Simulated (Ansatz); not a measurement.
Calculated with Ansatz (gas phase, PBE0-D4/def2-TZVP geometries, no zero-point term in ΔE). CCSD(T)/CBS adds triple-zeta CCSD(T) − MP2 to the extrapolated MP2 energy (def2 sets, frozen cores). DFT in def2-TZVPP. For Ge outer-core shells are correlated without core-valence functions, which leaves a few kJ/mol of doubt a bond. Scalar relativity is left out up to krypton. Each species was taken in one conformer, which may not be the lowest.

`Cl[SiH2][GeH2][Cl]` + `C[SiH2]N` → `C[SiH2]N[SiH2]Cl` + `[Cl][GeH3]`  (cleavage of the Si–Ge bond)

```
             species  RPA@PBE/def2-TZVPP energy (Eh)
`Cl[SiH2][GeH2][Cl]`                     -3286.96453
          `C[SiH2]N`                      -386.29509
  `C[SiH2]N[SiH2]Cl`                     -1135.91041
        `[Cl][GeH3]`                     -2537.37510
```

**Question.** Work out ΔE.

**Answer.** ΔE = (-1135.91041) + (-2537.37510) − (-3286.96453) − (-386.29509) = -0.02589 Eh = -0.70 eV. CCSD(T)/CBS gives -0.68 eV.

**Question.** What do rigid-rotor, harmonic-oscillator terms from PBE0-D4/def2-TZVP frequencies (298.15 K, 1 bar) make of the CCSD(T)/CBS value? (An estimate is asked.)

**Answer.** The calculation gave: ΔZPE = -0.03 eV, ΔH = -0.73 eV, ΔS = -20 J/(mol·K), ΔG = -0.67 eV. Modes under 50 cm⁻¹ make the entropy rough.

Largest T1 diagnostic among the species: 0.010.

From BLYP to BHLYP (50 % exact exchange), in def2-TZVPP and without D4, ΔE moves by −0.14 eV. Leaving LDA and LC-ωPBE aside and taking each functional with its dispersion term where it has one, the values, not all of them listed here, spread over 0.20 eV, from BHLYP-D4 to PBE-D4. LDA lies −0.08 eV from PBE without D4. At CCSD(T), def2-SVP lies −0.09 eV from the extrapolated value and def2-TZVPP −0.03 eV.
